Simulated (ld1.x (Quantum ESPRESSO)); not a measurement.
# silicon: excitation energies, all-electron against TM semilocal

Si, norm-conserving Troullier–Martins (semilocal form), made with ld1.x (Quantum ESPRESSO) 7.5 (PBE, scalar-relativistic). Core [Ne], reference 3s2 3p2. Waves: 3s (bound): rc 1.55 bohr; 3d channel at 0.2 Ry: rc 1.45 bohr; 3p (bound): rc 1.70 bohr. Local part: the p channel. Core correction: Bessel-smoothed model core inside 0.85 bohr.

Energies are relative to the spin-unpolarised reference configuration 3s2 3p2; without spin polarisation the order of configurations can differ from experiment. The frozen-core shift is the all-electron ΔE with the core orbitals held at their reference shape minus the fully relaxed ΔE.

| valence configuration | charge | ΔE all-electron (eV) | error AE − PS (meV) | frozen-core shift (meV) |
| --- | --- | --- | --- | --- |
| 3s2 3p1 | +1 | 7.740 | +2.1 | +1.0 |
| 3s2 3p0 | +2 | 23.733 | +14 | +10 |
| 3s1 3p0 | +3 | 57.704 | +44 | +59 |
| 3s2 3p1.5 | +0.5 | 2.921 | +0.3 | +0.2 |
| 3s1 3p3 | 0 | 6.814 | -0.9 | +1.0 |
| 3s2 3p2.3 | -0.3 | -0.930 | +0.1 | 0.0 |

Task: What are ΔE and the potential's error for 3s0 3p4?

Result: ΔE = 13.778 eV all-electron; the error (AE − PS) is -3.4 meV.

Levels in the configuration 3s2 3p2.3:

```
level  all-electron (eV)  pseudo (eV)
   3s             -8.703       -8.704
   3p             -2.153       -2.153
```
